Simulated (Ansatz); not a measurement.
Caution, from a PySCF single point (PBE0-D3(BJ)/def2-TZVPD) at this geometry: the highest occupied level lies above zero, so the state may not be bound. This triplet is an excited state, 1.42 eV above the relaxed singlet at the level frozen-core CCSD(T)/aug-cc-pVTZ // PBE0-D3(BJ)/def2-TZVPD (Ansatz, a quantum-chemistry and plane-wave program).

Species: CAlClN, SMILES `N#[C][Al-][Cl]` (excited triplet) (charge -1, multiplicity 3).

Question: Give a relaxed geometry from Ansatz with PBE0-D3(BJ)/def2-TZVPD.

Answer: the end point of this relaxation (outside a Z-matrix the atoms follow the SMILES, hydrogens last).
Bond lengths (Å): N1–C2 1.164, C2–Al3 1.953, Al3–Cl4 2.197. Bond angles (°): N1–C2–Al3 176.8, C2–Al3–Cl4 114.4.
